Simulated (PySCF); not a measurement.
DyCl2 at several levels of theory

Computed with PySCF 2.14.0 (density fitting, no spin-orbit coupling) at the geometry relaxed with PBE0:

```xyz
3
DyCl2 (singlet in the valence; each metal's 4f electrons, 10 of them, lie in its core potential, out of spins and levels)
Dy    0.0000    0.0000   -0.1056
Cl    2.4707    0.0000    0.6744
Cl   -2.4707    0.0000    0.6744
```

```
 level                                   basis    state  HOMO (eV)  gap (eV)  charge on Dy1 (e)  population of f-type functions on Dy1 (polarisation alone where 4f lies in the core)  dipole about the centre of mass (D)  largest force component (eV/Å)
  PBE0  Dy lcecp-0-SVP with ECP56, Cl def2-SVP  singlet          –         –               0.83                                                                                  0.02                                 4.74                            0.01
revPBE                                the same  singlet          –         –               0.73                                                                                  0.02                                 4.52                            0.17
  BLYP                                the same  singlet          –         –               0.67                                                                                  0.02                                 4.42                            0.21
```

In the lcecp rows the 4f levels are missing from HOMO and gap, and the state counts the valence alone.

Charges are Mulliken's, which hang on the basis. The relaxation used the grid (50, 194), these runs (75, 302) or, all-electron (x2c bases, spin-free X2C Hamiltonian), (99, 590).

Task: What does PBE0 with Dy lcecp-0-TZVP with ECP56, Cl def2-TZVP give here?

Result: state singlet, charge on Dy1 (e) 1.19, population of f-type functions on Dy1 (polarisation alone where 4f lies in the core) 0.02, dipole about the centre of mass (D) 4.83, largest force component (eV/Å) 0.03. Time: 5.5 s on 2 threads of Arm Neoverse V1 (shared host), from free ions and atoms.

An lcecp potential fixes the number of 4f electrons, so in runs with it no electron can move into or out of that shell; real Dy(II) is rare or takes another configuration.
